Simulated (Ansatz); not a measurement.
`BO[SiH2]F` + HBr → `BO[SiH2]Br` + H–F at 700 K and 1 bar (ligand exchange at the Si–F bond).

Gas-phase electronic energies from Ansatz, PBE0-D4/def2-TZVP geometries. CBS: MP2 limit from def2 TZ/QZ plus the TZ coupled-cluster correction, frozen cores. This one scheme is used for every species. For Br outer-core shells are correlated without core-valence functions, which leaves a few kJ/mol of doubt a bond. Scalar relativity is left out up to krypton. Each species was taken in one conformer, which may not be the lowest.

| species | CCSD(T)/CBS energy (Eh) | H − E (kJ/mol) | S (J/(mol·K)) |
| --- | --- | --- | --- |
| `BO[SiH2]F` | -491.38453 | 183.1 | 405.6 |
| HBr | -2573.91920 | 36.5 | 223.7 |
| `BO[SiH2]Br` | -2964.89003 | 181.2 | 433.6 |
| H–F | -100.39570 | 45.2 | 198.5 |

H − E and S are ideal-gas, rigid-rotor, harmonic terms from PBE0-D4/def2-TZVP, for one conformer and one mirror image of each species. 1 Eh = 2625.50 kJ/mol, R = 8.31446 J/(mol·K).

By hand: ΔE, ΔH, ΔS and ΔG.

ΔE = (-2964.89003) + (-100.39570) − (-491.38453) − (-2573.91920) = 0.01800 Eh = 47.3 kJ/mol. Δ(H − E) = 181.2 + 45.2 − 183.1 − 36.5 = 6.8, so ΔH = 54.1 kJ/mol. ΔS = 433.6 + 198.5 − 405.6 − 223.7 = 2.8 J/(mol·K). ΔG = 54.1 − 700 × (2.8)/1000 = 52.1 kJ/mol.

By hand: the equilibrium constant, and the temperature at which ΔG would vanish if ΔH and ΔS stayed fixed.

log₁₀ K = −ΔG/(RT ln 10) = -3.9. ΔG = 0 at ΔH/ΔS = 19321 K, far beyond where these terms or the molecules hold.

The number of gas molecules stays the same, so ΔS is small and ΔH decides. A doubt of 5 kJ/mol in ΔE shifts log₁₀ K by 0.4 here. Other conformers and mirror images would add mixing entropy, several J/(mol·K) or more a flexible species. Modes under 60 cm⁻¹, often nearly free rotors, make the harmonic entropy too high. These are equilibria of isolated gas molecules and say nothing of rates. Largest T1 diagnostic: 0.013 (customary marks: 0.02 for closed shells, 0.045 for open ones).
